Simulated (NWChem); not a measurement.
# Basis-set convergence for thionyl fluoride (F2OS)

SMILES: O=S(F)F
```xyz
4

O     -1.3917    -0.3297     0.0000
S     -0.1604     0.4112     0.0000
F      0.7611    -0.2190     1.1690
F      0.7611    -0.2190    -1.1690
```
Charge 0, spin multiplicity 1.

The numbers come from NWChem runs, not from measurements. The geometry was optimised at PBE0/def2-SVP, a minimum by its harmonic frequencies.

Quantity: vertical ionisation energy at the level ΔPBE (Δ: difference of total energies, the cation a doublet at the parent's geometry with its hole in an orbital of symmetry a' (Cs labels); it is the state that the SCF runs reached, from PBE0 orbitals for Hartree-Fock references, and need not be the lowest).

The Pople sets run with spherical d functions. The stability of the SCF solutions was not checked.

Relative cost: rough, from shared machines, SCF included, 3-21G = 1.

Task: In def2-TZVPD the value is 12.30 eV. Among 3-21G, cc-pVDZ, pcseg-1, 6-31G*, 6-31+G*, 6-311G**, cc-pVTZ, which is the smallest basis within 0.1 eV of it?

Result: pcseg-1, with 60 functions against 166 and about 10 % of the time (also within reach: 6-31+G*, 6-311G**). def2-TZVPD isn't the basis-set limit itself, and a small set can land close by cancellation.

| basis | functions | vertical ionisation energy (eV) | relative cost |
|---|---|---|---|
| 3-21G | 40 | 11.52 | 1 |
| cc-pVDZ | 60 | 11.92 | under 3 |
| pcseg-1 | 60 | 12.28 | under 3 |
| 6-31G* | 60 | 11.92 | under 3 |
| 6-31+G* | 76 | 12.37 | under 3 |
| 6-311G** | 80 | 12.27 | under 3 |
| cc-pVTZ | 124 | 12.16 | 8 |
| def2-TZVPD | 166 | 12.30 | 10 |
